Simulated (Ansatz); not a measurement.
```yaml
crystal:
  periodic: [false, false, false]
  atoms:
    - {symbol: Ti, position_ang: [0.331448, -1.258281, -0.368165]}
    - {symbol: Ti, position_ang: [-0.331549, 1.257736, 0.367927]}
    - {symbol: O, position_ang: [1.707991, -2.207663, -0.318068]}
    - {symbol: O, position_ang: [0.339305, 0.430793, -1.167921]}
    - {symbol: O, position_ang: [-0.340322, -0.431542, 1.167345]}
    - {symbol: O, position_ang: [-1.706872, 2.208957, 0.318892]}
basis:
  gaussian: {orbitals: STO-3G, point_charges: [{charge: 2.00, position_ang: [6.591, 0.057, -0.288]}]}
total_charge: -1
magnetization: {spin_polarized: true, initial_magnetization: 3}
hamiltonian: {xc: {name: wB97X-V}}
accuracy: high
```

```sh
$ ansatz run in.yaml --threads 4 --pin off --events-out ev --progress --plain --max-ram 4787MiB
```

Output, abridged:

```
Functional definition: wB97X-V
1345 factors; integrals over basis functions are off by at most 2.3e-8 eV
302 factors; integrals over basis functions are off by at most 1.3e-9 eV
mean field evaluation 1: about -53820.2867 eV, gradient 3.7e1 eV
mean field evaluation 2: about -53775.5597 eV, gradient 1.1e2 eV
mean field evaluation 4: about -53830.4787 eV, gradient 4.8e0 eV
mean field evaluation 8: about -53830.7923 eV, gradient 7.5e-1 eV
mean field evaluation 16: about -53830.8130 eV, gradient 2.0e-2 eV
mean field evaluation 32: about -53830.7710 eV, gradient 1.7e-1 eV
mean field -53830.81332592 eV, -1978.2459018917 hartree, gradient 3.4e-8 eV, S^2 3.767615; 6 other end points of the search recorded, 0 dependent functions left out
reference -53830.81332586 eV, -1978.2459018897 hartree; 40, 37 occupied and 16, 19 virtual orbitals, 1345 factors
Total energy: -53830.81332586 eV, -1978.2459018897 hartree
```

Hardware: 4 threads of Arm Neoverse V1 on a shared host. Wall time 63 s, peak host memory 0.9 GiB.

The highest occupied level of an anion often lies above zero with these methods, and sets without diffuse functions describe the outer electron poorly.
